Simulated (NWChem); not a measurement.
System: CHBrF2; SMILES FC(F)Br

Input file for NWChem:

```
start job
memory heap 200 mb stack 900 mb global 1100 mb
geometry units angstroms noautosym nocenter noautoz
  F     -0.146487     1.509083     1.079602
  C      0.377340     0.943523     0.000000
  F     -0.146487     1.509083    -1.079602
  Br    -0.019731    -0.956851     0.000000
  H      1.471976     1.055418     0.000000
end
basis spherical
  * library 6-31g*
end
dft
  xc xpbe96 cpbe96
  iterations 150
end
cosmo
  do_cosmo_smd true
  solvent water
end
task dft energy
```

The geometry was optimised at PBE0/def2-SVP. Solvent: water.

Level: PBE/6-31G* with SMD (1 M gas to 1 M solution), gas-phase geometry.

Task: Give the results of this calculation. (PBE/6-31G* (spherical d), SMD on the gas-phase geometry.) Quantities: solvation free energy (kcal/mol); cavity-dispersion-structure term (kcal/mol); dipole in solution (D).

Result: The solvation free energy (kcal/mol) is -0.2, the cavity-dispersion-structure term (kcal/mol) is 2.1 and the dipole in solution (D) is 1.76.
